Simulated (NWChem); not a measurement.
System: CHCl, singlet; SMILES [CH]Cl

```xyz
3

C      0.1165     1.2094     0.0000
Cl     0.0155    -0.5148     0.0000
H     -0.9634     1.4952     0.0000
```
Atoms are numbered in this order, from 1.

Low-valent species are run as closed-shell singlets; no triplet was tried in these runs. Geometry: optimised at B3LYP/6-31G* (spherical d).

Symmetry labels are those of Cs in the frame above (b1 and b2, or b-type labels, depend on it).

**Question.** List the 4 lowest vertical singlet excitations from PBE0/def2-SVP, TDA (NWChem).

**Answer.** 
```json
[
 {"state": "S1", "energy (eV)": "1.94", "oscillator strength": "0.007", "symmetry": "a\"", "leading excitation (squared amplitude)": "HOMO → LUMO (0.99)"},
 {"state": "S2", "energy (eV)": "5.32", "oscillator strength": "0.008", "symmetry": "a\"", "leading excitation (squared amplitude)": "HOMO−1 → LUMO (0.99)"},
 {"state": "S3", "energy (eV)": "6.52", "oscillator strength": "0.011", "symmetry": "a'", "leading excitation (squared amplitude)": "HOMO → LUMO+1 (0.59)"},
 {"state": "S4", "energy (eV)": "7.17", "oscillator strength": "0.000", "symmetry": "a\"", "leading excitation (squared amplitude)": "HOMO−3 → LUMO (0.99)"}
]
```
